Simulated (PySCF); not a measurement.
Input for PySCF: U-HF/LANL2DZ on GeH4 (SMILES [GeH4]), a point of a bond scan (R = 1.536 Å).

```python
from pyscf import gto, scf, dft, mp
from pyscf.data.elements import chemcore

mol = gto.M(
    atom='''
    Ge   -0.00000000    0.00000000    0.00000000
    H    -0.61590762   -0.88211607   -1.09604849
    H     0.57332193   -0.89073123    1.11206704
    H    -1.08236259    0.91830644    0.58651322
    H     1.12494829    0.85454086   -0.60253176
    ''',
    basis='lanl2dz',
    ecp={'Ge': 'lanl2dz'},
    charge=0, spin=0, verbose=3, max_memory=1800)
mf = scf.UHF(mol)
mf.conv_tol = 1e-8
mf.max_cycle = 100
mf.init_guess_breaksym = True
mf.kernel()
if not mf.converged:
    mf = mf.newton().run(mf.mo_coeff, mf.mo_occ)
for _ in range(4):
    mo, _, stable, _ = mf.stability(return_status=True)
    if stable:
        break
    mf.kernel(mf.make_rdm1(mo, mf.mo_occ))
```

The log:

```
converged SCF energy = -5.92432287174566  <S^2> = 5.6523675e-12  2S+1 = 1
<class 'pyscf.scf.uhf.UHF'> wavefunction is stable in the internal stability analysis
```

Self-consistency was reached.

Cost: roughly 0.16 core-seconds.
